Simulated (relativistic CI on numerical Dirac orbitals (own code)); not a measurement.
**Sensitivity of the levels of Rh XXI to α and to the nuclear radius**

These numbers are calculated, not measured: Dirac-Coulomb-Breit CI, separate exchange-only KLI orbitals for each configuration, derivatives by finite differences, unscaled Slater integrals, QED left out (own radial code, finite nucleus).

Configuration list (outside the closed core [Ne]): 3s2.3p6.3d7, 3s2.3p5.3d8, 3s2.3p4.3d9, 3s.3p6.3d8, 3p6.3d9, 3s.3p5.3d9, 3s2.3p6.3d6.4s, 3s2.3p6.3d6.4p. Levels of other configurations are missing.

With x = (α/α₀)² − 1 an excitation energy changes as ω = ω₀ + qx; K = 2q/ω₀ is the relative enhancement. Terms are leading LS components, so labels can repeat. The field-shift factor is F = δν/δ⟨r²⟩ for the transition from the lowest level.

Lowest level 3s2.3p6.3d7 4F_9/2.

```tsv
Level	ω₀ (cm⁻¹)	q (cm⁻¹)	K	F (GHz/fm²)
3s2.3p6.3d7 4F_7/2	33162	37670	2.27	0.25
3s2.3p6.3d7 4F_5/2	43508	31450	1.45	0.223
3s2.3p6.3d7 4F_3/2	46297	13840	0.598	0.0934
3s2.3p6.3d7 4P_3/2	66025	32520	0.985	0.23
3s2.3p6.3d7 4P_5/2	76409	29770	0.779	0.272
3s2.3p6.3d7 2G_9/2	78482	27190	0.693	0.252
3s2.3p6.3d7 4P_1/2	89169	35730	0.801	0.268
3s2.3p6.3d7 2G_7/2	104945	48870	0.931	0.395
3s2.3p6.3d7 2H_11/2	107239	32060	0.598	0.348
3s2.3p6.3d7 4P_3/2	116159	66620	1.15	0.484
3s2.3p6.3d7 2D_5/2	118000	57720	0.978	0.439
3s2.3p6.3d7 2P_1/2	133735	76140	1.14	0.498
3s2.3p6.3d7 2H_9/2	141534	71830	1.02	0.602
3s2.3p6.3d7 2F_5/2	158672	29940	0.377	0.359
3s2.3p6.3d7 2D_3/2	166483	95370	1.15	0.679
3s2.3p6.3d7 2F_7/2	177697	56930	0.641	0.526
3s2.3p6.3d7 2D_3/2	239265	51020	0.426	0.625
3s2.3p6.3d7 2D_5/2	257411	66860	0.519	0.735
3s2.3p5.3d8 4G°_11/2	1358516	55530	0.0817	2.74
3s2.3p5.3d8 2F°_7/2	1405554	64630	0.092	2.49
3s2.3p5.3d8 2D°_5/2	1410084	59190	0.0839	2.49
3s2.3p5.3d8 4G°_9/2	1418469	98450	0.139	2.74
3s2.3p5.3d8 4D°_7/2	1466800	98230	0.134	2.83
```

At this charge energies of transitions that change n are usually good to better than 1 %, and those within a shell (Δn = 0) to a few per cent. Terms inside the open d or f shell come out 10 to 20 % too wide with unscaled integrals.
